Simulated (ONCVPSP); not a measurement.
## Cutoff test, Pb, ONCV

| Quantity | Value |
| --- | --- |
| Element | Pb |
| Generator | ONCVPSP 4.0.1 |
| Type | optimised norm-conserving Vanderbilt (ONCV) |
| Functional | PBE |
| Relativity | scalar-relativistic |
| Frozen core | [Xe] 4f14 |
| Valence charge | 14 |
| Reference configuration | 5d10 6s2 6p1.5 (charge +0.5) |
| Partial waves | 6s: rc 2.10 bohr, ncon 4, nbas 7, qcut 2.5 1/bohr, 2 projectors, debl 1 Ha; 6p: rc 2.25 bohr, ncon 4, nbas 7, qcut 3.5 1/bohr, 2 projectors, debl 0.3 Ha; 5d: rc 1.70 bohr, ncon 4, nbas 9, qcut 10.8 1/bohr, 1 projector |
| Local potential | polynomial inside 1.65 bohr (lpopt 5, dvloc0 2 Ha) |
| Core correction | Teter function, fcfact 2, rcfact 1.25 |

Q: For each optimised wave give the share of its norm inside rc, the residual kinetic energy above qcut (Ha) and the cutoffs (Ha) for errors of 10, 1, 0.1 and 0.01 mHa per electron.

A:

```json
{"wave": "6s", "norm inside rc": "0.457", "residual KE": "2.9e-02", "10 mHa": "6.5", "1 mHa": "22.5", "0.1 mHa": "27.7", "0.01 mHa": "36.6"}
{"wave": "s projector 2", "norm inside rc": "0.175", "residual KE": "4.7e-02", "10 mHa": "4.7", "1 mHa": "18.5", "0.1 mHa": "34.4", "0.01 mHa": "42.4"}
{"wave": "6p", "norm inside rc": "0.221", "residual KE": "2.6e-04", "10 mHa": "2.0", "1 mHa": "5.0", "0.1 mHa": "7.8", "0.01 mHa": "18.4"}
{"wave": "p projector 2", "norm inside rc": "0.081", "residual KE": "3.4e-04", "10 mHa": "1.3", "1 mHa": "4.7", "0.1 mHa": "18.9", "0.01 mHa": "37.0"}
{"wave": "5d", "norm inside rc": "0.810", "residual KE": "3.4e-09", "10 mHa": "21.3", "1 mHa": "27.6", "0.1 mHa": "33.5", "0.01 mHa": "38.9"}
```

The occupied waves need 28 Ha and 33 Ha for 1 and 0.1 mHa. Note: no bound ghost flagged; GHOST(+) flagged for s at 31.6 eV, p at 43.4 eV.
